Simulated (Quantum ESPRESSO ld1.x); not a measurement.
Values are calculated unless marked as measured or tabulated.
One sound ld1.x (Quantum ESPRESSO 7.5) input for neutral oxygen gives E = -75.0238 hartree in 30 iterations:

```
 &input
    zed=8.0,
    iswitch=1,
    rel=0,
    dft='BLYP',
    config='[He] 2s2 2p4',
    prefix='ld1',
    max_out_wfc=37,
    file_charge='ld1.rho',
 /
```

Changed or added lines, one case at a time, and what came of them:

- atom='O': harmless. atom and zed name the same element, and the result equals that of the sound run.
- noscf=.true.: ran as typed. With noscf the program prints the levels of a bare nucleus, with no screening and no total energy; they are not those of the atom.
- config='[He] 2s2 2p4 3s4': refused. The program stops in el_config with "wrong occupancy:4": an s shell holds at most 2 electrons.
- config='[He] 2s2 2p4 2p4': refused. The program stops in el_config with "wavefunction 2P found too many times": a shell may stand twice only as spin up and down (lsd = 1) or as its two j (rel = 2, l > 0), within their capacities.
- nspin=1: refused. The program stops in ld1_readin with "reading input namelist": the namelist holds a keyword that &input does not know.
- tr2=1e-22: usable despite the warning. The threshold lies below the rounding noise, so the cycle runs to its limit and warns, but the energy differs from the sound run by less than 1e-5 hartree.
- beta=0.95: harmless. The Broyden-type mixing copes: 13 iterations against 30, same energy.
